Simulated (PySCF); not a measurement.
## Electronic structure of Fe²⁺ (iron, charge +2) at the M06-2X level

Configuration: [Ar] 3d6, high-spin 5D determinant. All numbers are calculated (PySCF 2.14, the spin-free X2C one-electron Hamiltonian (Gaussian nucleus), in x2c-TZVPall (6s5p4d1f, 48 functions)).

- Total energy: -1271.719 hartree
- One-electron energy: -1738.456 hartree
- Hartree (Coulomb) energy: 522.575 hartree
- Exchange-correlation energy: -55.838 hartree
- ⟨S²⟩: 6.0054
- ⟨L²⟩: 6.004
- Sum of ⟨r⟩: 15.22 bohr
- Sum of ⟨r²⟩: 16.04 bohr²
- Traceless quadrupole moment −½Σ⟨3z² − r²⟩ along its main axis: 0.495 e·bohr²
- Langevin diamagnetic susceptibility: -12.7 ×10⁻⁶ cm³/mol
- Time after the integrals: 1.7 s of wall time on 1 thread of Intel(R) Xeon(R) Platinum 8259CL CPU @ 2.50GHz (shared host)

| shell | electrons | mean orbital energy (hartree) | spread (hartree) | rms radius, mean of both spins (bohr) |
| --- | --- | --- | --- | --- |
| 1s α | 1 | -260.93875 | 0 | 0.0675 |
| 1s β | 1 | -260.93816 | 0 | 0.0675 |
| 2s α | 1 | -31.87377 | 0 | 0.289 |
| 2s β | 1 | -31.77532 | 0 | 0.289 |
| 2p α | 3 | -27.32280 | 0.03222 | 0.260 |
| 2p β | 3 | -27.23700 | 0.00655 | 0.260 |
| 3s α | 1 | -4.57337 | 0 | 0.874 |
| 3s β | 1 | -4.37616 | 0 | 0.874 |
| 3p α | 3 | -3.27417 | 0.06518 | 0.935 |
| 3p β | 3 | -3.02623 | 0.00164 | 0.935 |
| 3d α | 5 | -1.18809 | 0.07011 | 1.20 |
| 3d β | 1 | -1.02291 | 0 | 1.20 |

Densities and radii are taken from the X2C orbitals without a picture-change correction, which distorts them close to the nucleus.
